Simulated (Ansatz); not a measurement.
WS2F2. The state is a singlet with charge 0. Geometry PBE-D4/def2-SVP, basis def2-TZVP, Ansatz.

```csv
run,HOMO (eV),LUMO (eV)
A,-9.92,-1.41
B,-8.77,-2.62
C,-6.70,-4.08
D,-6.64,-3.99
E,-7.82,-3.44
F,-8.01,-3.45
```

In the def2 sets W takes a core potential; there is no spin–orbit coupling.

Question: The runs used BHLYP, PBE, PBE0, r2SCAN0, revPBE, ωB97X-V. Estimate which is which.

Answer: A ωB97X-V (range-separated); B BHLYP (50 % exact exchange); C PBE (0 % exact exchange); D revPBE (0 % exact exchange); E PBE0 (25 % exact exchange); F r2SCAN0 (25 % exact exchange). Exact exchange lowers occupied and raises empty levels; among semilocal functionals meta-GGAs tend to open the gap a little, and such runs are hard to tell apart. The gap grows from 2.63 eV (PBE) to 8.51 eV (ωB97X-V).
